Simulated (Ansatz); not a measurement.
Isolated molecules relaxed with PBE0-D4/def2-TZVP in Ansatz; ΔE leaves out vibrations. CBS: MP2 limit from def2 TZ/QZ plus the TZ coupled-cluster correction, frozen cores. This one scheme is used for every species, atoms too. For atomizations the MP2-based limit and the directly extrapolated one differ by several kJ/mol either way, and by 10 to 25 for some Ge, Se and Sn compounds, so smaller differences from it don't rank the levels. Functionals use def2-TZVPP. HSE06 is defined as in plane-wave codes. No spin–orbit coupling; open shells (•) take unrestricted orbitals. Spin–orbit coupling would lower the free atoms: a little for C; clearly for Ga. Bonds to Ga, Zn are less sure, by a few kJ/mol each and by 10 to 20 or more in all where they break to atoms, as the def2 sets lack core-valence functions. Scalar relativity is left out up to krypton.

Consider the atomization: `[CH]1=[N][GaH][Zn]1` → C• + Ga• + 2 H• + N• + Zn (atom).

```csv
level,ΔE (eV),difference from CCSD(T)/CBS
revPBE-D4,17.29,0.36
BLYP-D4,17.24,0.31
B97M-V,17.14,0.21
HSE06-D4,17.15,0.22
B2PLYP,16.80,-0.13
LC-ωPBE,16.83,-0.10
HF/def2-TZVPP,9.80,-7.13
CCSD/def2-TZVPP,15.73,-1.20
MP2/def2-QZVPP,17.35,0.42
HF/CBS(def2),9.85,-7.08
CCSD(T)/CBS,16.93,0
```

Largest T1 diagnostic among the species: 0.024, so the coupled-cluster value is less sure than usual.

The D4 term adds +0.25 eV with B3LYP and +0.13 eV with PBE0; it sums over pairs of atoms, weighted by their polarisabilities, and B3LYP, whose exchange is more repulsive, gets the larger term. From PBE to PBE0 (25 % exact exchange), in def2-TZVPP and without D4, ΔE moves by −0.80 eV: exact exchange takes away binding that semilocal exchange gives to molecules.

B3LYP here is the variant with VWN-RPA as its local correlation; programs differ in this.
